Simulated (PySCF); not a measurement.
# Stretching SbPb

Set-up: PySCF, scalar-relativistic core potentials, basis sets Sb def2-SVP with ECP28, Pb def2-SVP with ECP60. Energies in eV from Sb + Pb in their ground configurations at the same level. State: ²Π (doublet), unpaired electrons π ↑.

```tsv
R (Å)	UHF-CCSD(T)
2.454	-0.936
2.563	-1.373
2.645	-1.540
2.727	-1.612
2.809	-1.614
2.918	-1.542
3.054	-1.382
3.218	-1.157
```

Put a parabola through the three lowest points of the UHF-CCSD(T) curve and estimate Re, k and ωe (reduced mass 76.46 u; 1 eV/Å² = 0.16022 mdyn/Å; ωe = 1302.8·√(k/μ) cm⁻¹).

Through R = 2.727, 2.809, 2.918 Å the second-order coefficient is 3.59 eV/Å², so Re ≈ 2.771 Å, k ≈ 1.15 mdyn/Å and ωe ≈ 160 cm⁻¹. A polynomial fit of higher order to the unrounded UHF-CCSD(T) energies gives Re = 2.770 Å, k = 1.39 mdyn/Å, ωe = 176 cm⁻¹; anharmonicity and rounding make the difference.

The higher-order fit for each curve: UHF-CCSD(T): Re = 2.770 Å, ωe = 176 cm⁻¹, De = 1.62 eV.

Correlated steps freeze 8 core orbitals. Correlated levels converge slowly with the basis: in double zeta they bind strong bonds too weakly, by up to about 1 eV, and carry superposition errors of some tenths. Spin–orbit coupling is left out, which matters for elements this heavy, above all for dissociation energies. The state was picked by a PBE0 search and need not be the measured ground state.
